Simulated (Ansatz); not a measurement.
`C=C[CH2][SnH2][F]` and `C=CCC[SiH3]` differ in one atom or group.

Ansatz, PBE0-D4/def2-TZVP geometries, multiplicity 1. Each molecule was computed in one conformer, which needn't be the lowest.

Elements past krypton have def2 core potentials.

```json
{"property": "LUMO energy (ωB97M-V/def2-TZVPP) / eV", "`C=C[CH2][SnH2][F]`": "0.88"}
{"property": "HOMO energy (PBE0/def2-TZVPP) / eV", "`C=C[CH2][SnH2][F]`": "-7.16"}
{"property": "HOMO–LUMO gap (PBE0/def2-TZVPP) / eV", "`C=C[CH2][SnH2][F]`": "6.48"}
{"property": "size of the dipole moment (PBE/def2-TZVPP) / D", "`C=C[CH2][SnH2][F]`": "2.68"}
{"property": "HOMO–LUMO gap (PBE/def2-TZVPP) / eV", "`C=C[CH2][SnH2][F]`": "4.61"}
{"property": "LUMO energy (PBE/def2-TZVPP) / eV", "`C=C[CH2][SnH2][F]`": "-1.50"}
```

(1) What does the change do to each property? (Best estimate.)

## Answers

(1) Ansatz gave: 
| property | `C=CCC[SiH3]` | shift |
| --- | --- | --- |
| LUMO energy (ωB97M-V/def2-TZVPP) / eV | 2.02 | 1.14 |
| HOMO energy (PBE0/def2-TZVPP) / eV | -7.50 | -0.34 |
| HOMO–LUMO gap (PBE0/def2-TZVPP) / eV | 7.63 | 1.15 |
| size of the dipole moment (PBE/def2-TZVPP) / D | 1.02 | -1.66 |
| HOMO–LUMO gap (PBE/def2-TZVPP) / eV | 5.51 | 0.90 |
| LUMO energy (PBE/def2-TZVPP) / eV | -0.88 | 0.62 |

With PBE0 the HOMO falls by 0.34 eV and the LUMO rises by 0.82 eV, so the gap widens by about 1.16 eV. PBE moves the HOMO by -0.28 eV and ωB97M-V by -0.46 eV. Dipoles are sizes alone; their direction can turn.
